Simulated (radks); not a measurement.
Species: O3+. Configuration: [He] 2s2 2p1 (the NIST ground configuration). Calculated with a radial shooting solver on a logarithmic mesh with Libxc functionals: non-relativistic Kohn-Sham, PBE, spin-polarised, spherical densities, point nucleus; open shells are filled with parallel spins first.

Unscreened Slater integrals over Kohn-Sham orbitals (cm^-1). They are taken over the spin-up orbitals.

\begin{tabular}{lr}
integral & value \\ \hline
F0(2p,2p) & 219500 \\
F2(2p,2p) & 103060 \\
F0(2p,2s) & 210200 \\
G1(2p,2s) & 126900 \\
F0(2p,1s) & 304230 \\
G1(2p,1s) & 40850 \\
F0(2s,2s) & 204070 \\
F0(2s,1s) & 286470 \\
G0(2s,1s) & 24089 \\
F0(1s,1s) & 1037000 \\
\end{tabular}

Derived for the open shells (J is the average intra-shell exchange parameter used in DFT+U). 2p: J = F2/5 = 20610 cm^-1.
